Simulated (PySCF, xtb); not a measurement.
ReO2Br3, SMILES [Br][Re]([Br])(=[O])([Br])=[O], multiplicity 1.

Harmonic wavenumbers (cm⁻¹) from xtb with GFN2-xTB at its own minimum, in rising order: 35, 35, 120, 129, 134, 154, 176, 184, 211, 227, 852, 923.

**Question.** What does PBE-D3(BJ)/def2-SVP (PySCF) give at its own minimum? (The exact figures need the calculation; the answer reports its results.)

**Answer.** 26, 90, 137, 158, 187, 223, 230, 247, 263, 318, 955, 982. Paired by order, the mean absolute difference is 54 cm⁻¹ and the zero-point energies are 4.5 and 5.5 kcal/mol.
